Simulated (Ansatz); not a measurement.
C5H5F, SMILES C#CCC(=C)F.

The structure is a stationary point at PBE0-D3(BJ)/def2-SVP. This is a generated structure with no PubChem entry under its InChIKey; it may be hypothetical. One conformer was computed; it need not be the lowest.

Two levels are set side by side: PBE/def2-SVPD (Ansatz, an electronic-structure program) and PBE0/def2-SVPD (Ansatz). Energy differences of separate SCF runs at the same geometry; the states with an electron removed or added have multiplicity 2 and 2. Differences are taken from unrounded values.

```
quantity                            PBE
---------------------------------  ----
vertical ionisation energy (eV)    9.39
vertical singlet–triplet gap (eV)  4.47
```

Task: These are the PBE values. What does PBE0 give? (An estimate is asked for; the answer gives what the named calculation found.)

Result: 
```
quantity                           PBE0  PBE minus PBE0
---------------------------------  ----  --------------
vertical ionisation energy (eV)    9.71           -0.32
vertical singlet–triplet gap (eV)  4.33            0.13
```
